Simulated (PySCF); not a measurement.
Mg(Cl)(NH2) (ClH2MgN), SMILES [Cl][Mg][NH2].

Coordinates come from a r2SCAN-D4/def2-TZVP optimisation. Other conformers were not sampled.

Computed with TDA-PBE0/def2-SVPD (PySCF 2.14.0).

Vertical excitations.  State labels are in the subgroup C2v.

Task: Give excitation energies, oscillator strengths and character. (The exact figures need the calculation; the answer reports its results.)

Result: 
```tsv
state	symmetry	energy (eV)	λ (nm)	f	main pairs
S1	B1	4.13	301	0.051	HOMO→LUMO 99 %
S2	A2	5.27	235	0.000	HOMO→LUMO+1 98 %
S3	B1	6.06	204	0.023	HOMO→LUMO+3 95 %
S4	A1	6.10	203	0.027	HOMO→LUMO+2 93 %
S5	B1	6.15	202	0.059	HOMO−1→LUMO 98 %
S6	B2	6.16	201	0.050	HOMO−2→LUMO 99 %
S7	A2	7.10	175	0.000	HOMO→LUMO+4 94 %
S8	A1	7.25	171	0.119	HOMO−3→LUMO 67 %, HOMO−2→LUMO+1 24 %
S9	A2	7.34	169	0.000	HOMO−1→LUMO+1 97 %
S10	A1	7.48	166	0.000	HOMO→LUMO+5 50 %, HOMO−2→LUMO+1 31 %, HOMO−1→LUMO+2 12 %
T1	B1	3.76	329	0	HOMO→LUMO 97 %
T2	A2	5.22	238	0	HOMO→LUMO+1 97 %
T3	A1	5.26	236	0	HOMO→LUMO+2 93 %
T4	B1	5.89	211	0	HOMO→LUMO+3 72 %, HOMO−1→LUMO 21 %
```
Triplets are in the Tamm–Dancoff approximation.
